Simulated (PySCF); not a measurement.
C4H5O3 (SMILES CC1[CH]OC(=O)O1), doublet, geometry from GFN2-xTB. Base run: PySCF with B3LYP/STO-3G.

The PySCF input:
```python
from pyscf import gto, scf, dft

mol = gto.Mole()
mol.atom = '''
    C    -2.20125312   -0.34182217    0.44903497
    C    -1.06857821    0.21742074   -0.42458090
    C    -0.30520792    1.33124028    0.20245412
    O     0.96410582    0.90982027    0.42602627
    C     1.11240569   -0.33767645   -0.09185692
    O     2.12588253   -0.95514285   -0.07252768
    O    -0.04709226   -0.75648863   -0.62157818
    H    -2.97062313    0.41463414    0.56885633
    H    -2.62598418   -1.21887660   -0.03035124
    H    -1.81747297   -0.62482697    1.42597802
    H    -1.47974797    0.47869817   -1.41248873
    H    -0.67353936    2.14988633    0.78233481
'''
mol.basis = 'sto-3g'
mol.spin = 1
mol.verbose = 4
mol.build()

mf = dft.UKS(mol)
mf.xc = 'b3lyp'
mf.kernel()
mo_i, mo_e, stable_i, stable_e = mf.stability(internal=True, external=False, return_status=True, nroots=6, tol=1e-6)
print('internally stable:', stable_i, ' externally stable:', stable_e)
if not stable_i:
    umf = mf.copy()
    umf.scf_summary = {}
    umf.kernel(umf.make_rdm1(mo_i, mf.mo_occ))
mf.analyze()
```

The bond that is stretched is that between atoms 9 and 1. A test that says stable can miss a lower solution.

Each row names what was changed in the base input (with any setting that the change needs).

| change | ΔE vs base (eV) | <S^2> | E after following the instability (Eh) | <S^2> there | stability test says |
|---|---|---|---|---|---|
| base | 0.00 | 0.753 | - | - | internally stable (external not tested) |
| bond × 1.25 | 0.88 | 0.753 | - | - | internally stable (external not tested) |
| bond × 1.5 | 2.58 | 0.753 | - | - | internally stable (external not tested) |
| bond × 1.8 | 4.57 | 0.786 | -375.84767 | 0.85 | internal instability |
| bond × 2.2 | 5.68 | 1.451 | - | - | internally stable (external not tested) |
| bond × 3.0 | 6.90 | 0.750 | -375.79349 | 1.63 | internal instability |

On stretching, the SCF can end on different states; <S^2> shows the spin contamination of each.
